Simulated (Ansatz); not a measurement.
Consider the atomization: `C[O][GeH][F]`• → C• + F• + Ge• + 4 H• + O•.

Isolated molecules relaxed with PBE0-D4/def2-TZVP in Ansatz; ΔE leaves out vibrations. CCSD(T)/CBS adds triple-zeta CCSD(T) − MP2 to the extrapolated MP2 energy (def2 sets, frozen cores). This one scheme is used for every species, atoms too. For atomizations the MP2-based limit and the directly extrapolated one differ by several kJ/mol either way, and by 10 to 25 for some Ge, Se and Sn compounds, so smaller differences from it don't rank the levels. Functionals use def2-TZVPP. Open shells (•) are unrestricted, without spin–orbit coupling. Spin–orbit coupling would lower the free atoms: a little for C, F, O; clearly for Ge. For Ge outer-core shells are correlated without core-valence functions, so the limit isn't a true one: a few kJ/mol of doubt a bond, and 10 to 20 or more in all where bonds break to atoms. Scalar relativity is left out up to krypton. Each species was taken in one conformer, which may not be the lowest.

| level | ΔE (kJ/mol) |
| --- | --- |
| revPBE-D4 | 2721.4 |
| r2SCAN0-D4 | 2690.3 |

(1) What does CCSD(T)/CBS give? (An estimate is asked.)

Largest T1 diagnostic among the species: 0.015.

## Answers

(1) The calculation gave: +2739.8 kJ/mol. The listed levels differ from it by -18.4, -49.5 kJ/mol.

The D4 term adds +20.3 kJ/mol with B3LYP and +10.5 kJ/mol with PBE0; it sums over pairs of atoms, weighted by their polarisabilities, and B3LYP, whose exchange is more repulsive, gets the larger term. From BLYP to BHLYP (50 % exact exchange), in def2-TZVPP and without D4, ΔE moves by −112.1 kJ/mol: exact exchange takes away binding that semilocal exchange gives to molecules.

B3LYP here is the variant with VWN-RPA as its local correlation; programs differ in this.
